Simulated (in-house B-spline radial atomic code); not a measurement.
# Removing one electron from Pd XVII (Pd16+)

Closed shell [Ar] 3d10 4s2. Computed with a B-spline radial code for spherical atoms: Koopmans values of Dirac-Hartree-Fock plus a diagonal self-energy, in second order or with its direct term screened (direct RPA, with the hole-particle interaction, or full time-dependent Hartree-Fock), linearised in energy; no-pair Dirac-Coulomb Hamiltonian, finite nucleus. Shifts add to the Koopmans value (the ΔSCF shift is orbital relaxation alone); the final value takes TDHF screening with Breit and QED.

Command:
```bash
python run_mb.py task.json out
```
Settings (nuclear radius in fm, box in bohr, cutoff in hartree):
```
basis_form          2
Z                   46
core_configuration  [Ar] 3d10 4s2
rms_radius          4.5318
mass_number         106
speed_of_light      137.036
box_radius          5.394
lmax                7
intervals           60
virtual_cutoff      8464.0
```

Run time, properties included: 16 s on 1 thread of Arm Neoverse V2, with other jobs on the host.

Energies in eV:

```csv
subshell,Koopmans,ΔSCF shift,second order,direct RPA,hole-particle,TDHF,Breit + QED,final
4s1/2,427.51,-0.219,?,?,?,?,?,?
```

Q: What does the self-energy do to 4s1/2?

A: It shifts the removal energy by 2.434 eV in second order, 1.589 with direct RPA, 1.867 with the hole-particle term and 2.113 with TDHF screening (quasi-particle weight 0.989); Breit and QED add -0.319 eV. The final value is 429.31 eV, against 427 ± 3 eV (NIST, tabulated theory).
